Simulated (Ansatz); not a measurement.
Born–Oppenheimer molecular dynamics of BF2H2Si (6 atoms, charge 0, multiplicity 2). It goes on from the last frame of an earlier run, with new velocities.

The calculation used UHF/def2-SVP in Ansatz 0.2.0.

```json
{
 "ensemble": "NVE (velocity Verlet)",
 "time step": "1 fs",
 "steps asked": "100",
 "starting velocities drawn for": "200 K",
 "seed": "571330"
}
```

First frame:

```xyz
6
Properties=species:S:1:pos:R:3
B 0.733 0.702 0.393
Si -0.534 -0.539 -0.259
F -2.107 -0.567 -0.591
F 0.020 -1.863 -0.979
H 0.603 1.720 0.860
H 1.863 0.196 0.253
```

Task: What does the run give?

Result: The run went to its last step.

| Property | Result |
| --- | --- |
| steps done | 100 |
| time covered | 100 fs |
| mean temperature over the second half | 243 K |
| spread of the potential energy over the second half | 6.9 meV per atom |
| mean potential energy of the second half above the start | -4.1 meV per atom |

The conserved energy stayed within 1 meV per atom of its start (net change -0.39 meV per atom), so the integration is sound. A run of 0.1 ps of so small a system gives no equilibrium averages.

Task: What happens to the structure?

Result: The same pairs are bonded in the first frame and the last. Pairs count as bonded within 1.25 times the sum of covalent radii (0.12 Å more for H–H). This is one draw of velocities; another would differ in detail.

Task: How do temperature and energy run in time?

Result: 
| time (fs) | T (K) | potential energy less start (eV) | conserved less start (meV/atom) |
| --- | --- | --- | --- |
| 0.0 | 200 | 0.000 | 0.00 |
| 3.0 | 337 | -0.075 | -0.74 |
| 6.0 | 239 | -0.021 | -0.15 |
| 9.0 | 344 | -0.079 | -0.76 |
| 12.0 | 259 | -0.031 | -0.14 |
| 15.0 | 333 | -0.072 | -0.56 |
| 18.0 | 318 | -0.063 | -0.29 |
| 21.0 | 398 | -0.106 | -0.65 |
| 24.0 | 366 | -0.088 | -0.34 |
| 27.0 | 376 | -0.094 | -0.44 |
| 30.0 | 347 | -0.078 | -0.40 |
| 33.0 | 368 | -0.090 | -0.49 |
| 36.0 | 380 | -0.096 | -0.49 |
| 39.0 | 335 | -0.071 | -0.29 |
| 42.0 | 332 | -0.072 | -0.56 |
| 45.0 | 265 | -0.036 | -0.32 |
| 48.0 | 328 | -0.070 | -0.65 |
| 51.0 | 257 | -0.031 | -0.14 |
| 54.0 | 289 | -0.050 | -0.69 |
| 57.0 | 144 | 0.028 | -0.17 |
| 60.0 | 223 | -0.016 | -0.75 |
| 63.0 | 129 | 0.037 | 0.03 |
| 66.0 | 270 | -0.041 | -0.81 |
| 69.0 | 144 | 0.028 | -0.11 |
| 72.0 | 240 | -0.026 | -0.89 |
| 75.0 | 92 | 0.057 | 0.16 |
| 78.0 | 260 | -0.036 | -0.77 |
| 81.0 | 192 | 0.004 | -0.03 |
| 84.0 | 375 | -0.096 | -0.95 |
| 87.0 | 245 | -0.022 | 0.11 |
| 90.0 | 382 | -0.099 | -0.79 |
| 93.0 | 219 | -0.010 | 0.02 |
| 96.0 | 391 | -0.105 | -0.99 |
| 99.0 | 257 | -0.028 | 0.18 |

The run took 91 s on 1 thread of Arm Neoverse V1 (shared host), peak memory 0.13 GiB.
